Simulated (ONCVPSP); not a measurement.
La (Z = 57), ONCV: configuration errors across variants

La (Z = 57), optimised norm-conserving Vanderbilt (ONCV), made with ONCVPSP 4.0.1 (PBE, fully relativistic). Core [Kr] 4d10, reference 5s2 5p6 5d1 6s2. Waves: 5s+6s: rc 3.00 bohr, ncon 5, nbas 8, qcut 3.3 1/bohr, 2 projectors; 5p: rc 1.90 bohr, ncon 4, nbas 9, qcut 4.6 1/bohr, 1 projector; 5d: rc 3.85 bohr, ncon 5, nbas 9, qcut 3.4 1/bohr, 1 projector; f scattering state at 0.02 Ha: rc 4.20 bohr, ncon 3, nbas 8, qcut 2.9 1/bohr, 2 projectors, debl 2 Ha. Local part: polynomial inside 1.50 bohr (lpopt 5, dvloc0 1 Ha). Core correction: polynomial model core, fcfact 0.25.

Open shells are filled in proportion to 2j + 1.

In the f channel the program set the typed energies aside and used -0.155, 1.845 Ha (j = l + 1/2; the other j can differ).

All-electron excitation energies from the reference (eV): (1) 5s2 5p6 5d1 6s1 5.966; (2) 5s2 5p6 5d1 6s0 16.852; (3) 5s2 5p6 5d0 6s0 35.790; (4) 4f1 5s2 5p6 5d0 6s1 6.270.

Errors AE − PS in meV (a dash: test not solved or not reliable):

```
     change   (1)  (2)  (3)    (4)  bound ghosts  GHOST(+) flags above zero
       base  -1.5  -13  +37  +1910          none              s, f7/2, f5/2
p: qcut 2.9  -1.5  -12  +39  +1910          none              s, f7/2, f5/2
p: qcut 3.2  -1.5  -12  +39  +1910          none              s, f7/2, f5/2
p: qcut 3.8  -1.5  -12  +39  +1910          none              s, f7/2, f5/2
  p: qcut 5  -1.6  -13  +36  +1910          none              s, f7/2, f5/2
p: qcut 5.4  -1.6  -14  +36  +1910          none              s, f7/2, f5/2
p: qcut 5.9  -1.6  -14  +35  +1910          none              s, f7/2, f5/2
p: qcut 6.4  -1.6  -14  +35  +1910          none              s, f7/2, f5/2
p: qcut 6.9  -1.7  -14  +34  +1910          none              s, f7/2, f5/2
```

**Question.** Give the same row for: p: qcut 4.2.

**Answer.** -1.5, -13, +38, +1910; bound ghosts: none; GHOST(+) flags above zero: s, f7/2, f5/2.
